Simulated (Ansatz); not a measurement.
hydrogen selenide (H₂Se), singlet, geometry from GFN2-xTB.

Here is a job for Ansatz (a program for electronic structure).
Ansatz 0.2 input:
```yaml
crystal:
  periodic: [false, false, false]
  atoms:
    - {symbol: Se, position_ang: [-0.00212195, 0.05573074, -0.00140146]}
    - {symbol: H, position_ang: [-0.99156528, -0.98670710, 0.01758038]}
    - {symbol: H, position_ang: [1.06371165, -0.90813823, 0.03006913]}
basis:
  gaussian:
    orbitals: cc-pVTZ
hamiltonian:
  xc: r2scan
```

Task: Estimate the total energy that Ansatz with R2SCAN/cc-pVTZ returns for this input.

Result: -2402.778732 Ha

Task: Give the number of basis functions at the level R2SCAN/cc-pVTZ.

Result: 71
